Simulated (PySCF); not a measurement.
## Broadened absorption spectrum of BH7P2Si

Species: BH7P2Si.
Bonds: B1–P2, P2–Si3, Si3–P4. Hydrogens: H5, H6 on B1; H7 on P2; H8, H9 on Si3; H10, H11 on P4.

Computed, not measured: TDDFT B3LYP/def2-SVPD, vertical, gas phase, core orbitals frozen in the response (PySCF 2.14.0, density-fitted response routines). The structure is a single PBE0-D3(BJ)/def2-SVP conformer in the gas phase; no vibrational or solvent corrections. Torsions of this conformer, `[BH2:1][PH:2][SiH2:3][PH2:4]`: B1–P2–Si3–P4 50°, H–P4–Si3–P2 63°, H–P4–Si3–P2 157°.

Computed states:

```
state  E (eV)       f
   S1    4.67   0.080
   S2    4.80  0.0005
   S3    5.59   0.043
   S4    5.83  0.0069
   S5    6.07  0.0025
   S6    6.13  0.0041
   S7    6.24   0.013
   S8    6.30  0.0066
   S9    6.37   0.060
  S10    6.54   0.042
```

Each state is given a Gaussian of 0.25 eV full width at half maximum, with ε(max) = 2.175×10⁸ f / Δν̃ (Δν̃ the width in cm⁻¹). The width is an assumption, not a result. The curve ends short of the highest state used, and states not computed would add to its high-energy end.

(1) What does the envelope look like, and where are its maxima?

(2) Coming from long wavelengths, where does ε first pass 100 L mol⁻¹ cm⁻¹?

(3) On this curve, what absorbance would a 10⁻⁴ mol/L sample give at 248 nm over a 1 cm path?

Results:

(1) 
(λ (nm), ε (L mol⁻¹ cm⁻¹)): (208.8, 680), (212.3, 1050), (215.8, 2104), (219.2, 3962), (222.7, 4553), (226.2, 2769), (229.7, 917), (233.1, 184), (236.6, 21), (240.1, 2), (243.5, 5), (247.0, 45), (250.5, 292), (253.9, 1194), (257.4, 3378), (260.9, 6446), (264.4, 8507), (267.8, 8020), (271.3, 5516), (274.8, 2826), (278.2, 1137), (281.7, 347), (285.2, 84), (288.7, 16)

Maxima: 265 nm (4.67 eV), ε about 8600, made up of S1 (100%); 222 nm (5.59 eV), ε about 4700, made up of S3 (99%) (ε in L mol⁻¹ cm⁻¹; maxima over ε = 5, shares over 10%).

(2) At about 285 nm (4.35 eV), 0.32 eV below S1.

(3) 248 nm is 4.999 eV, where ε is about 80 L mol⁻¹ cm⁻¹, so A = ε c l ≈ 0.008 (Beer–Lambert, with the gas-phase spectrum and the assumed width).

The vertical ionisation energy (ΔSCF) is 9.22 eV, 2.68 eV above S10.
